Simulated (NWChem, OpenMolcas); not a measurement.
## InSiH4F (SMILES [F][InH][SiH3]): methods side by side

InSiH4F has 7 atoms, charge 0, and is taken as a singlet. As SMILES, `[F][InH][SiH3]`. The coordinates come from a PBE0-D4/def2-TZVP relaxation.

| atom | x (Å) | y (Å) | z (Å) |
| --- | --- | --- | --- |
| F | -0.1960 | -2.3400 | 1.2988 |
| In | -0.7560 | -1.1649 | -0.1768 |
| Si | 0.5280 | 1.0431 | -0.0286 |
| H | -1.9378 | -1.9659 | -1.1253 |
| H | 1.9860 | 0.7659 | -0.1088 |
| H | 0.2260 | 1.6960 | 1.2722 |
| H | 0.1498 | 1.9658 | -1.1314 |

Each level gives the vertical ionisation energy (to the doublet cation) (eV). The values are calculated.

```csv
level,kind,program,value (eV),less CCSD(T)/def2-SVP,CPU time (all runs)
SVWN5/def2-SVP (core potential),LDA,OpenMolcas,9.70,-0.21,68 s
PBE/def2-SVP (core potential),GGA,OpenMolcas,9.54,-0.37,96 s
M06-L/def2-SVP (core potential),meta-GGA,OpenMolcas,9.68,-0.23,2 min
TPSS/def2-SVP (core potential),meta-GGA,OpenMolcas,9.62,-0.29,2.2 min
r2SCAN/def2-SVP (core potential),meta-GGA,OpenMolcas,9.73,-0.18,1.9 min
M06-2X/def2-SVP (core potential),hybrid meta-GGA,OpenMolcas,10.04,+0.13,1.8 min
MP2/def2-SVP (core potential),perturbation theory,NWChem,9.97,+0.06,69 s
"CCSD(T)/def2-SVP (core potential), open shells restricted",coupled cluster or CI,OpenMolcas,9.91,0.00,2.2 min
```

CCSD(T)/def2-SVP (core potential), open shells restricted is the highest level here, not the true value. Spin-orbit coupling, which can split open shells on such heavy atoms by tenths of an eV, is left out. The values span 9.54 to 10.04 eV. In the correlated wave-function rows the outer d shell of In is correlated, in sets not made for it. Times are those of the runs behind each value, whatever else they computed, on shared processors of several kinds: orders of magnitude only.
